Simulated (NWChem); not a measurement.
System: CH₃BrTe; SMILES [Te](Br)C

Input file for NWChem:

```
start job
memory heap 200 mb stack 900 mb global 1100 mb
geometry units angstroms noautosym nocenter noautoz
  Te     0.305229     0.854769     0.000000
  Br     0.039804    -1.650435     0.000000
  C     -1.799932     1.277199     0.000000
  H     -2.259895     0.863170     0.905135
  H     -2.259895     0.863170    -0.905135
  H     -1.892488     2.373644     0.000000
end
basis spherical
  * library def2-svpd
end
ecp
  Te library def2-ecp
end
dft
  xc xcamb88 1.00 lyp 0.81 vwn_5 0.19 hfexch 1.00
  cam 0.33 cam_alpha 0.19 cam_beta 0.46
  iterations 150
end
property
  response 1 0.0
end
task dft property
```

All runs use the structure optimised with PBE0/def2-SVP. No frequency run checked for a minimum. def2 effective core potentials on Te; no spin-orbit coupling.

Static field.

Q: Predict the main results of this run. (CAM-B3LYP/def2-SVPD with def2 effective core potentials on Te.) Quantities: isotropic polarisability (bohr³); anisotropy (bohr³).

A: 
| Quantity | Value |
|---|---|
| isotropic polarisability (bohr³) | 77.3 |
| anisotropy (bohr³) | 29.9 |
